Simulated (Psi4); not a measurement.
H2O2, charge +1, doublet, geometry from GFN2-xTB (a state made from the parent by changing its charge; the spin is typed, not shown lowest); LCCD/cc-pVDZ (Psi4 1.11).

The Psi4 input:
```
memory 2 GB

molecule mol {
1 2
  O     0.000290    0.645224   -0.012142
  O    -0.000290   -0.645224    0.012142
  H     0.943111    0.994035   -0.033962
  H    -0.943111   -0.994035    0.033962
}

set basis cc-pvdz
set reference uhf

energy('lccd')
print_variables()
```

What does Psi4 print? Leave out banner, timings and long lists.


```
   => Loading Basis Set <=

    Name: CC-PVDZ
    Role: ORBITAL
    Keyword: BASIS

         ---------------------------------------------------------
                                   SCF
               by Justin Turney, Rob Parrish, Andy Simmonett
                          and Daniel G. A. Smith
                              UHF Reference
         ---------------------------------------------------------

  ==> Geometry <==

    Molecular point group: c2h
    Full point group: C2h

    Geometry (in Angstrom), charge = 1, multiplicity = 2:

       Center              X                  Y                   Z               Mass
    ------------   -----------------  -----------------  -----------------  -----------------
         O            0.645338235593    -0.000290037962     0.000000000000    15.994914619570
         O           -0.645338235593     0.000290037962     0.000000000000    15.994914619570
         H            0.994497921303    -0.943234457341     0.000000000000     1.007825032230
         H           -0.994497921303     0.943234457341     0.000000000000     1.007825032230

  Running in c2h symmetry.

  Rotational constants: A =     11.00152  B =      1.08221  C =      0.98529 [cm^-1]
  Rotational constants: A = 329817.34659  B =  32443.77832  C =  29538.14292 [MHz]
  Nuclear repulsion =   39.328738126871023

  Charge       = 1
  Multiplicity = 2
  Electrons    = 17
  Nalpha       = 9
  Nbeta        = 8

  ==> Algorithm <==

  SCF Algorithm Type is PK.
  DIIS enabled.
  MOM disabled.
  Fractional occupation disabled.
  Guess Type is SAD.
  Energy threshold   = 1.00e-08
  Density threshold  = 1.00e-08
  Integral threshold = 1.00e-12

  ==> Primary Basis <==

  Basis Set: CC-PVDZ
    Blend: CC-PVDZ
    Number of shells: 18
    Number of basis functions: 38
    Number of Cartesian functions: 40
    Spherical Harmonics?: true
    Max angular momentum: 2

  ==> Integral Setup <==

  Using in-core PK algorithm.
   Calculation information:
      Number of atoms:                   4
      Number of AO shells:              18
      Number of primitives:             54
      Number of atomic orbitals:        40
      Number of basis functions:        38

      Integral cutoff                 1.00e-12
      Number of threads:                 1

  Performing in-core PK
  Using 549822 doubles for integral storage.
  We computed 14706 shell quartets total.
  Whereas there are 14706 unique shell quartets.

  ==> DiskJK: Disk-Based J/K Matrices <==

    J tasked:                  Yes
    K tasked:                  Yes
    wK tasked:                  No
    Schwarz Cutoff:          1E-12

  Minimum eigenvalue in the overlap matrix is 2.6424702974E-02.
  Reciprocal condition number of the overlap matrix is 7.5444205131E-03.
    Using symmetric orthogonalization.

  ==> Pre-Iterations <==

  SCF Guess: Superposition of Atomic Densities via on-the-fly atomic UHF (no occupation information).

   -------------------------
    Irrep   Nso     Nmo
   -------------------------
     Ag        14      14
     Bg         5       5
     Au         5       5
     Bu        14      14
   -------------------------
    Total      38      38
   -------------------------

  ==> Iterations <==

                        Total Energy        Delta E     RMS |[F,P]|

   @UHF iter SAD:  -150.23897992980181   -1.50239e+02   0.00000e+00
   @UHF iter   1:  -150.36854582178719   -1.29566e-01   1.72787e-02 ADIIS/DIIS
   @UHF iter   2:  -150.42414492828735   -5.55991e-02   5.27496e-03 ADIIS/DIIS
   @UHF iter   3:  -150.42926832956806   -5.12340e-03   1.62708e-03 ADIIS/DIIS
   @UHF iter   4:  -150.43000193706328   -7.33607e-04   4.64458e-04 ADIIS/DIIS
   @UHF iter   5:  -150.43009401346563   -9.20764e-05   1.76240e-04 ADIIS/DIIS
   @UHF iter   6:  -150.43011299992529   -1.89865e-05   6.32608e-05 DIIS
   @UHF iter   7:  -150.43011619082944   -3.19090e-06   1.96529e-05 DIIS
   @UHF iter   8:  -150.43011650850997   -3.17681e-07   3.83614e-06 DIIS
   @UHF iter   9:  -150.43011651773477   -9.22481e-09   7.02139e-07 DIIS
   @UHF iter  10:  -150.43011651796076   -2.25981e-10   1.64241e-07 DIIS
   @UHF iter  11:  -150.43011651797516   -1.44098e-11   3.94516e-08 DIIS
   @UHF iter  12:  -150.43011651797599   -8.24230e-13   1.10394e-08 DIIS
   @UHF iter  13:  -150.43011651797605   -5.68434e-14   2.19503e-09 DIIS
  Energy and wave function converged.

  ==> Post-Iterations <==

   @Spin Contamination Metric:   1.631173304E-02
   @S^2 Expected:                7.500000000E-01
   @S^2 Observed:                7.663117330E-01
   @S   Expected:                5.000000000E-01
   @S   Observed:                5.000000000E-01

    Orbital Energies [Eh]
    ---------------------

    Alpha Occupied:

[...]
    Alpha Virtual:

[...]
    Beta Occupied:

[...]
    Beta Virtual:

[...]
    Final Occupation by Irrep:
             Ag    Bg    Au    Bu
    DOCC [     4,    0,    1,    3 ]
    SOCC [     0,    1,    0,    0 ]
    NA   [     4,    1,    1,    3 ]
    NB   [     4,    0,    1,    3 ]

  @UHF Final Energy:  -150.43011651797605

   => Energetics <=

    Nuclear Repulsion Energy =             39.3287381268710234
    One-Electron Energy =                -278.8877394939262331
    Two-Electron Energy =                  89.1288848490791707
    Total Energy =                       -150.4301165179760460

  UHF NO Occupations:
  HONO-2 :    3 Bu 1.9987228
  HONO-1 :    1 Au 1.9942655
  HONO-0 :    1 Bg 1.0000000
  LUNO+0 :    2 Au 0.0057345
  LUNO+1 :    4 Bu 0.0012772
  LUNO+2 :    5 Ag 0.0006703
  LUNO+3 :    6 Ag 0.0002316

Computation Completed

Properties will be evaluated at   0.000000,   0.000000,   0.000000 [a0]

Properties computed using the SCF density matrix

 Multipole Moments:

 ------------------------------------------------------------------------------------
     Multipole            Electronic (a.u.)      Nuclear  (a.u.)        Total (a.u.)
 ------------------------------------------------------------------------------------
[...]
  DIE_IF_NOT_CONVERGED          => (empty)
[...]
  PCG_CONVERGENCE               => (empty)
  PCG_MAXITER                   => (empty)
  PCM                           => (empty)
  PE                            => (empty)
  PRINT                         => (empty)
  PRINT_NOONS                   => (empty)
  PROPERTIES                    => (empty)
  PROPERTIES_ORIGIN             => (empty)
  PUREAM                        => (empty)
  QC_MODULE                     => (empty)
  RAS1                          => (empty)
  RAS2                          => (empty)
  RAS3                          => (empty)
  RAS4                          => (empty)
  RELATIVISTIC                  => (empty)
  RELAXED                       => (empty)
  REMP_A                        => (empty)
  RESTRICTED_DOCC               => (empty)
  RESTRICTED_UOCC               => (empty)
  RMS_MOGRAD_CONVERGENCE        => (empty)
  R_CONVERGENCE                 => (empty)
  SCF_TYPE                      => (empty)
  SCREENING                     => (empty)
  SCS_TYPE                      => (empty)
  SOCC                          => (empty)
  SOS_TYPE                      => (empty)
  SPIN_SCALE_TYPE               => NONE            !
  SS_SCALE                      => (empty)
  SYMMETRIZE                    => (empty)
  TPDM_ABCD_TYPE                => (empty)
  WFN                           => (empty)
  WFN_TYPE                      => OCEPA           !
  WRITER_FILE_LABEL             => (empty)
  ZORA_BASIS_TOLERANCE          => (empty)
  ZORA_NR_DEBUG                 => (empty)
  ZORA_PRUNING_SCHEME           => (empty)
  ZORA_RADIAL_POINTS            => (empty)
  ZORA_SPHERICAL_POINTS         => (empty)

 ==============================================================================
 ==============================================================================
 ==============================================================================

                             LCCD [CEPA(0)]
                    Program Written by Ugur Bozkaya,
              Additional Contributions by J. P. Misiewicz

 ==============================================================================
 ==============================================================================
 ==============================================================================

	MO spaces per irreps...

	IRREP   FC   AOCC  BOCC  AVIR    BVIR  FV
	==========================================
	  Ag     0     4     4    10     10     0
	  Bg     0     1     0     4      5     0
	  Au     0     1     1     4      4     0
	  Bu     0     3     3    11     11     0
	==========================================

	Computing MP2 energy using SCF MOs (Canonical MP2)...
	==============================================================================
	Nuclear Repulsion Energy (a.u.)    :    39.32873812687102
	SCF Energy (a.u.)                  :  -150.43011651797605
	REF Energy (a.u.)                  :  -150.43011651797605
	Alpha-Alpha Contribution (a.u.)    :    -0.04759839351088
	Alpha-Beta Contribution (a.u.)     :    -0.27492938038654
	Beta-Beta Contribution (a.u.)      :    -0.05314081895434
	Scaled_SS Correlation Energy (a.u.):    -0.03357973748841
	Scaled_OS Correlation Energy (a.u.):    -0.32991525646385
	SCS-MP2 Total Energy (a.u.)        :  -150.79361151192833
	SOS-MP2 Total Energy (a.u.)        :  -150.78752471247856
	SCSN-MP2 Total Energy (a.u.)       :  -150.60741753191485
	SCS-MP2-VDW Total Energy (a.u.)    :  -150.83239573110342
	SOS-PI-MP2 Total Energy (a.u.)     :  -150.81501765051721
	MP2 Correlation Energy (a.u.)      :    -0.37566859285177
	MP2 Total Energy (a.u.)            :  -150.80578511082780
	==============================================================================

 ==============================================================================
 ================ Performing LCCD iterations... ===============================
 ==============================================================================

  Iter    E_corr           E_total            DE           T2 RMS
  ----   -------------    ---------------    ----------   ----------
   1     -0.3802020442    -150.8103185622     -4.53e-03     2.85e-06
   2     -0.3892234266    -150.8193399446     -9.02e-03     1.00e-06
   3     -0.3910151163    -150.8211316343     -1.79e-03     4.07e-07
   4     -0.3923433567    -150.8224598747     -1.33e-03     1.47e-07
   5     -0.3924574952    -150.8225740132     -1.14e-04     5.70e-08
   6     -0.3924888433    -150.8226053612     -3.13e-05     2.17e-08
   7     -0.3925006281    -150.8226171461     -1.18e-05     9.81e-09
   8     -0.3925024822    -150.8226190002     -1.85e-06     4.50e-09
   9     -0.3925028083    -150.8226193263     -3.26e-07     1.66e-09

 ==============================================================================
 ======================== LCCD ITERATIONS ARE CONVERGED =======================
 ==============================================================================

	==============================================================================
	================ LCCD [CEPA(0)] FINAL RESULTS ================================
	==============================================================================
	Nuclear Repulsion Energy (a.u.)    :    39.32873812687102
	SCF Energy (a.u.)                  :  -150.43011651797605
	REF Energy (a.u.)                  :  -150.43011651797605
	Alpha-Alpha Contribution (a.u.)    :    -0.04152567063696
	Alpha-Beta Contribution (a.u.)     :    -0.30451554149861
	Beta-Beta Contribution (a.u.)      :    -0.04646159619783
	LCCD Correlation Energy (a.u.)     :    -0.39250280833340
	LCCD Total Energy (a.u.)           :  -150.82261932630945
	==============================================================================

  Variable Map:
  ----------------------------------------------------------------------------
[...]
  Array Variable Map:
  ----------------------------------------------------------------------------
[...]
[...]
```
